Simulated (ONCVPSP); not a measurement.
## Transferability test, ONCV potential for carbon (C)

ONCVPSP 4.0.1 input, shortened (lines: element, Z, core and valence counts, functional; n l f; lmax; l rc ep ncon nbas qcut; lloc lpopt rc5 dvloc0; l nproj debl; icmod fcfact rcfact), PBE, scalar-relativistic:

```
  C 6.00    1    2        4      upf
    1    0    2.00
    2    0    1.50
    2    1    2.50
    1
    0    1.26    0.00    4    7    3.90
    1    2.42    0.00    4    8    4.20
    0    5    1.26    0.00
    0    0    0.60
    1    2    3.00
    3    4.00    1.25
```

Energies are relative to the spin-unpolarised reference configuration 2s1.5 2p2.5; without spin polarisation the order of configurations can differ from experiment.

```json
{"valence configuration": "2s2 2p2", "charge": "0", "ΔE all-electron (eV)": "-4.236", "error AE − PS (meV)": "-7.7"}
{"valence configuration": "2s2 2p0", "charge": "+2", "ΔE all-electron (eV)": "30.781", "error AE − PS (meV)": "+1165"}
```

Question: What are ΔE and the potential's error for 2s0 2p4?

Answer: ΔE = 12.739 eV all-electron; the error (AE − PS) is -67 meV.

Question: What are ΔE and the potential's error for 2s2 2p1?

Answer: ΔE = 6.625 eV all-electron; the error (AE − PS) is +185 meV.
